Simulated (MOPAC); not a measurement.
MOPAC input (PM6):

```
PM6 FORCE THERMO(298,298) PRECISE LET UHF MS=0.5 GEO-OK AUX(PRECISION=9) THREADS=1
H3BO2P

O    -0.63067874 1    1.34626932 1    0.80634838 1
B    -0.45205901 1    0.14874455 1    0.17268790 1
O    -1.62166010 1   -0.54642766 1    0.08321648 1
P     1.35405033 1   -0.56206713 1   -0.57511376 1
H     0.05869318 1    1.95680537 1    0.95878530 1
H    -1.66190067 1   -1.39422968 1   -0.32894702 1
H     2.21120346 1    0.55288734 1   -0.20889722 1
```

From the output:

```
     H    7   4.348246

          HEAT OF FORMATION =     -99.556114 KCALS/MOLE

          ZERO POINT ENERGY      21.380 KCAL/MOL

           NORMAL COORDINATE ANALYSIS (Total motion = 1 Angstrom)

   Root No.       1         2         3         4         5         6         7         8

                 1 A"      1 A'      2 A'      2 A"      3 A"      4 A"      3 A'      4 A'

                  61.3     227.8     351.7     389.7     420.5     515.9     556.9     659.5

           1    0.0000    0.0908   -0.0012    0.0000    0.0000    0.0000    0.1071   -0.0267
           2   -0.0000   -0.0866    0.1396   -0.0000   -0.0000   -0.0000    0.0103    0.0353
           3   -0.0247    0.0000   -0.0000   -0.0721   -0.0315   -0.0032    0.0000   -0.0000
           4   -0.0000    0.0854    0.0109   -0.0000   -0.0000    0.0000    0.0520    0.0327
           5   -0.0000    0.0576   -0.0210    0.0000    0.0000   -0.0000   -0.0861   -0.0025
           6   -0.0001    0.0000    0.0000    0.0809    0.2393   -0.0605    0.0000    0.0000
           7   -0.0000   -0.0507   -0.1272   -0.0000    0.0000    0.0000   -0.0536    0.0016
           8    0.0000    0.1166    0.0449    0.0000   -0.0000   -0.0000   -0.0832   -0.0519
           9    0.0320   -0.0000   -0.0000    0.0186   -0.0974   -0.0158    0.0000    0.0000
          10    0.0000   -0.0471    0.0694    0.0000    0.0000   -0.0000   -0.0337    0.0000
          11   -0.0000   -0.0415   -0.0981   -0.0000   -0.0000    0.0000    0.0511    0.0046
          12   -0.0292    0.0000    0.0000   -0.0083   -0.0233    0.0010   -0.0000    0.0000
          13    0.0000    0.1381   -0.1101   -0.0000    0.0000   -0.0000   -0.2027    0.2814
          14   -0.0000   -0.1065    0.2143    0.0000   -0.0000    0.0000    0.2883   -0.2630
          15   -0.0657    0.0000   -0.0000    0.5281   -0.2000    0.3804   -0.0000    0.0000
          16   -0.0000   -0.0577   -0.1575    0.0000   -0.0000   -0.0000   -0.1354   -0.1234
          17    0.0000    0.1874    0.1815   -0.0000    0.0000    0.0000    0.1740    0.2990
          18    0.0207   -0.0000   -0.0000   -0.2866    0.4024    0.5127   -0.0000   -0.0000
          19   -0.0000   -0.1869    0.0551    0.0000    0.0000   -0.0000   -0.0326   -0.1105
          20    0.0000    0.0983   -0.0840   -0.0000   -0.0000    0.0000    0.0488    0.1127
          21    0.8276   -0.0000    0.0000   -0.0053   -0.0060    0.0265   -0.0000   -0.0000

   Root No.       9        10        11        12        13        14        15

                 5 A'      6 A'      7 A'      8 A'      9 A'     10 A'     11 A'

                 725.0     823.1    1204.1    1425.1    2414.7    2434.7    2745.8

           1   -0.0144   -0.0257    0.1285   -0.0914   -0.0249    0.0155    0.0000
           2   -0.0098   -0.0436    0.0104   -0.0179   -0.0227    0.0117    0.0001
           3   -0.0000    0.0000    0.0000    0.0000   -0.0000    0.0000    0.0000
           4   -0.0193   -0.0360   -0.1603    0.2299   -0.0078   -0.0101   -0.0008
           5   -0.0042    0.0645    0.2244    0.1625   -0.0105    0.0075   -0.0016
           6   -0.0000   -0.0000   -0.0000    0.0000    0.0000   -0.0000   -0.0000
           7    0.0002    0.0549   -0.0539   -0.0543   -0.0156   -0.0314    0.0004
           8   -0.0058   -0.0099   -0.1141   -0.0827   -0.0054   -0.0153    0.0005
           9   -0.0000    0.0000    0.0000   -0.0000    0.0000   -0.0000   -0.0000
          10    0.0316    0.0088    0.0119   -0.0026    0.0002    0.0002   -0.0218
          11   -0.0050   -0.0143   -0.0172   -0.0002    0.0001   -0.0004   -0.0220
          12    0.0000    0.0000    0.0000   -0.0000   -0.0000   -0.0000    0.0000
          13   -0.1275   -0.2455    0.2308   -0.1771    0.4245   -0.2192    0.0018
          14    0.0961    0.1919   -0.0290    0.1335    0.4415   -0.2290    0.0001
          15   -0.0000   -0.0000    0.0000   -0.0000   -0.0000    0.0000    0.0000
          16    0.0334   -0.1267   -0.0665    0.0570    0.2995    0.5728   -0.0050
          17   -0.1155    0.4354   -0.1970   -0.2358    0.1119    0.2132    0.0003
          18    0.0000   -0.0000    0.0000    0.0000    0.0000    0.0000   -0.0000
          19   -0.4457    0.0242    0.0049    0.0456   -0.0024    0.0008    0.6741
          20    0.4663   -0.0290   -0.0058   -0.0381    0.0035    0.0043    0.6831
          21   -0.0000    0.0000    0.0000    0.0000   -0.0000    0.0000    0.0000

           MASS-WEIGHTED COORDINATE ANALYSIS (NORMAL COORDINATES)

   Root No.       1         2         3         4         5         6         7         8

                 1 A"      1 A'      2 A'      2 A"      3 A"      4 A"      3 A'      4 A'

                  61.3     227.8     351.7     389.7     420.5     515.9     556.9     659.5

           1    0.0000    0.3913   -0.0044    0.0000    0.0000    0.0000    0.4962   -0.1767
           2   -0.0000   -0.3731    0.5133   -0.0000   -0.0000   -0.0000    0.0475    0.2332
           3   -0.1141    0.0000   -0.0000   -0.3978   -0.1256   -0.0187    0.0000   -0.0000
           4   -0.0000    0.3026    0.0329   -0.0000   -0.0000    0.0000    0.1981    0.1775
           5   -0.0000    0.2042   -0.0634    0.0000    0.0000   -0.0000   -0.3279   -0.0134
           6   -0.0004    0.0000    0.0000    0.3670    0.7840   -0.2949    0.0000    0.0000
           7   -0.0000   -0.2184   -0.4676   -0.0000    0.0000    0.0000   -0.2484    0.0105
           8    0.0000    0.5025    0.1652    0.0000   -0.0000   -0.0000   -0.3857   -0.3424
           9    0.1480   -0.0000   -0.0000    0.1028   -0.3883   -0.0934    0.0000    0.0000
          10    0.0000   -0.2822    0.3552    0.0000    0.0000   -0.0000   -0.2173    0.0003
          11   -0.0000   -0.2486   -0.5021   -0.0000   -0.0000    0.0000    0.3295    0.0419
          12   -0.1880    0.0000    0.0000   -0.0637   -0.1292    0.0080   -0.0000    0.0000
          13    0.0000    0.1494   -0.1016   -0.0000    0.0000   -0.0000   -0.2358    0.4665
          14   -0.0000   -0.1152    0.1978    0.0000   -0.0000    0.0000    0.3354   -0.4360
          15   -0.0762    0.0000   -0.0000    0.7314   -0.2001    0.5660   -0.0000    0.0000
          16   -0.0000   -0.0624   -0.1454    0.0000   -0.0000   -0.0000   -0.1575   -0.2045
          17    0.0000    0.2028    0.1675   -0.0000    0.0000    0.0000    0.2023    0.4957
          18    0.0241   -0.0000   -0.0000   -0.3968    0.4025    0.7629   -0.0000   -0.0000
          19   -0.0000   -0.2022    0.0509    0.0000    0.0000   -0.0000   -0.0379   -0.1832
          20    0.0000    0.1064   -0.0776   -0.0000   -0.0000    0.0000    0.0568    0.1868
          21    0.9609   -0.0000    0.0000   -0.0074   -0.0060    0.0394   -0.0000   -0.0000

   Root No.       9        10        11        12        13        14        15

                 5 A'      6 A'      7 A'      8 A'      9 A'     10 A'     11 A'

                 725.0     823.1    1204.1    1425.1    2414.7    2434.7    2745.8

           1   -0.0813   -0.1508    0.4263   -0.3252   -0.1403    0.0873    0.0001
           2   -0.0554   -0.2559    0.0346   -0.0637   -0.1278    0.0659    0.0003
           3   -0.0000    0.0000    0.0000    0.0000   -0.0000    0.0000    0.0000
           4   -0.0899   -0.1735   -0.4370    0.6721   -0.0360   -0.0469   -0.0027
           5   -0.0196    0.3112    0.6117    0.4750   -0.0483    0.0349   -0.0055
           6   -0.0000   -0.0000   -0.0000    0.0000    0.0000   -0.0000   -0.0000
           7    0.0013    0.3221   -0.1787   -0.1930   -0.0879   -0.1767    0.0018
           8   -0.0325   -0.0582   -0.3785   -0.2941   -0.0305   -0.0864    0.0020
           9   -0.0000    0.0000    0.0000   -0.0000    0.0000   -0.0000   -0.0000
          10    0.2487    0.0718    0.0548   -0.0126    0.0014    0.0016   -0.1240
          11   -0.0396   -0.1169   -0.0794   -0.0008    0.0005   -0.0029   -0.1249
          12    0.0000    0.0000    0.0000   -0.0000   -0.0000   -0.0000    0.0000
          13   -0.1809   -0.3614    0.1922   -0.1581    0.5994   -0.3097    0.0019
          14    0.1363    0.2824   -0.0241    0.1191    0.6233   -0.3234    0.0001
          15   -0.0000   -0.0000    0.0000   -0.0000   -0.0000    0.0000    0.0000
          16    0.0473   -0.1864   -0.0554    0.0509    0.4229    0.8091   -0.0051
          17   -0.1639    0.6408   -0.1640   -0.2104    0.1579    0.3011    0.0003
          18    0.0000   -0.0000    0.0000    0.0000    0.0000    0.0000   -0.0000
          19   -0.6322    0.0356    0.0041    0.0407   -0.0035    0.0012    0.6914
          20    0.6613   -0.0428   -0.0048   -0.0340    0.0050    0.0060    0.7006
          21   -0.0000    0.0000    0.0000    0.0000   -0.0000    0.0000    0.0000

          DESCRIPTION OF VIBRATIONS

 VIBRATION          1    1A"         ATOM PAIR     ENERGY CONTRIBUTION    RADIAL
 FREQUENCY            61.35         P 4 -- H 7         +64.7% (103.3%)      0.0%
 TRANSITION DIPOLE   0.4602         B 2 -- O 3         +10.9% ( 42.4%)      0.0%
 TRAVEL (Ang.)       0.0000         O 1 -- H 5         +10.0% ( 40.6%)      0.0%
 REDUCED MASS        0.9084         O 3 -- H 6          +6.7% ( 33.2%)      0.0%
 EFFECTIVE MASS      3.8333
 FORCE CONSTANT      0.0020

 VIBRATION          2    1A'         ATOM PAIR     ENERGY CONTRIBUTION    RADIAL
 FREQUENCY           227.83         B 2 -- P 4         +30.3% (211.1%)      0.2%
 TRANSITION DIPOLE   0.6191         B 2 -- O 3         +19.6% (169.7%)      2.1%
 TRAVEL (Ang.)       0.2857         O 1 -- B 2         +19.0% (167.0%)      2.3%
 REDUCED MASS        3.6268         O 3 -- H 6         +15.0% (148.3%)      8.9%
 EFFECTIVE MASS     36.6760         O 1 -- H 5         +14.4% (145.5%)      5.3%
 FORCE CONSTANT      0.1109

 VIBRATION          3    2A'         ATOM PAIR     ENERGY CONTRIBUTION    RADIAL
 FREQUENCY           351.66         B 2 -- O 3         +26.5% ( 76.9%)      0.3%
 TRANSITION DIPOLE   0.1671         O 1 -- B 2         +25.1% ( 74.8%)      0.4%
 TRAVEL (Ang.)       0.1715         P 4 -- H 7         +18.0% ( 63.3%)      2.4%
 REDUCED MASS        6.5157         B 2 -- P 4         +16.0% ( 59.7%)    100.0%
 EFFECTIVE MASS     28.2254
 FORCE CONSTANT      0.4747

 VIBRATION          4    2A"         ATOM PAIR     ENERGY CONTRIBUTION    RADIAL
 FREQUENCY           389.74         O 1 -- H 5         +52.0% ( 89.6%)      0.0%
```
